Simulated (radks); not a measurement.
Values are calculated unless marked as measured or tabulated.
Species: Nd. Configuration: [Xe] 4f4 6s2.

Level of theory: scalar-relativistic Kohn-Sham, r2SCAN, spin-unpolarised, spherical densities, finite nucleus; meta-GGA in the generalised Kohn-Sham scheme; Fermi nuclear charge, rms radius 4.9123 fm (a radial shooting solver on a logarithmic mesh with Libxc functionals).

Energy parts (eV):
part                      energy
total                 -261896.49
kinetic                278727.84
electron-nucleus      -636023.38
Hartree                101456.37
exchange-correlation    -6057.32

Orbitals (lengths in bohr, moments of r in powers of bohr; <r^-3> diverges for s and p1/2):
orbital,occ.,eigenvalue (eV),<r^-3>
1s,2,-43467.84,-
2s,2,-7050.938,-
2p,6,-6299.876,9018
3s,2,-1537.469,-
3p,6,-1299.281,1843
3d,10,-969.0339,250.5
4s,2,-309.2806,-
4p,6,-230.8454,396.5
4d,10,-118.9579,44.65
4f,4,-1.4550,4.851
5s,2,-41.8004,-
5p,6,-22.9637,52.84
6s,2,-3.5673,-

The highest occupied level is 4f at -1.455 eV. The density falls to 0.001 e/bohr^3 at r = 5.41 bohr.
